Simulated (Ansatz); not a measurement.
Relaxation of BClFH$_{6}$NSi (11 atoms, charge 0, multiplicity 1), to a largest force component of 0.03 eV/Å in at most 50 steps.

Computed with RKS B3LYP-D4/6-31G* (Ansatz).

```xyz
11
Properties=species:S:1:pos:R:3
B 0.328 -0.527 -0.200
H -0.848 0.499 1.625
Cl 1.595 0.702 -0.329
F -0.798 -0.375 -0.883
N 0.546 -1.731 0.624
H -0.256 -2.352 0.635
Si 1.945 -2.219 1.564
H 1.845 -3.691 1.741
H 3.197 -1.870 0.858
H 1.956 -1.587 2.911
H -0.563 -0.127 1.792
```

Task: Where does it end, and by what steps?

Result: The run converged. The force dipped under the threshold on the way, but the program's further checks kept it going. After 33 steps the energy has fallen by 0.340 eV; H2 moved furthest, 1.34 Å.

```json
{"step": "0", "energy less start (eV)": "0.0000", "largest force component (eV/Å)": "2.050", "accepted": "yes"}
{"step": "2", "energy less start (eV)": "-0.2832", "largest force component (eV/Å)": "0.349", "accepted": "yes"}
{"step": "4", "energy less start (eV)": "-0.3181", "largest force component (eV/Å)": "0.142", "accepted": "yes"}
{"step": "6", "energy less start (eV)": "-0.3220", "largest force component (eV/Å)": "0.086", "accepted": "yes"}
{"step": "8", "energy less start (eV)": "-0.3269", "largest force component (eV/Å)": "0.166", "accepted": "yes"}
{"step": "10", "energy less start (eV)": "-0.3271", "largest force component (eV/Å)": "0.179", "accepted": "no"}
{"step": "12", "energy less start (eV)": "-0.3335", "largest force component (eV/Å)": "0.102", "accepted": "yes"}
{"step": "14", "energy less start (eV)": "-0.3348", "largest force component (eV/Å)": "0.069", "accepted": "yes"}
{"step": "16", "energy less start (eV)": "-0.3362", "largest force component (eV/Å)": "0.138", "accepted": "yes"}
{"step": "18", "energy less start (eV)": "-0.3368", "largest force component (eV/Å)": "0.086", "accepted": "yes"}
{"step": "20", "energy less start (eV)": "-0.3379", "largest force component (eV/Å)": "0.042", "accepted": "yes"}
{"step": "22", "energy less start (eV)": "-0.3384", "largest force component (eV/Å)": "0.101", "accepted": "yes"}
{"step": "24", "energy less start (eV)": "-0.3389", "largest force component (eV/Å)": "0.012", "accepted": "yes"}
{"step": "26", "energy less start (eV)": "-0.3388", "largest force component (eV/Å)": "0.113", "accepted": "no"}
{"step": "28", "energy less start (eV)": "-0.3396", "largest force component (eV/Å)": "0.029", "accepted": "yes"}
{"step": "30", "energy less start (eV)": "-0.3398", "largest force component (eV/Å)": "0.038", "accepted": "yes"}
{"step": "32", "energy less start (eV)": "-0.3399", "largest force component (eV/Å)": "0.045", "accepted": "yes"}
{"step": "33", "energy less start (eV)": "-0.3400", "largest force component (eV/Å)": "0.021", "accepted": "yes"}
```

```xyz
11
Properties=species:S:1:pos:R:3
B 0.601 -0.604 -0.527
H -1.417 0.122 2.772
Cl 1.990 0.502 -0.702
F -0.457 -0.404 -1.310
N 0.635 -1.649 0.409
H -0.200 -2.227 0.430
Si 1.936 -2.098 1.515
H 1.431 -3.283 2.256
H 3.170 -2.459 0.776
H 2.236 -1.001 2.466
H -0.974 -0.176 2.253
```

Whether the end is a true minimum wasn't checked by a vibrational analysis.

Time of the run: 110 s on 2 threads of Arm Neoverse V1, with other jobs on the host, peak memory 0.21 GiB.
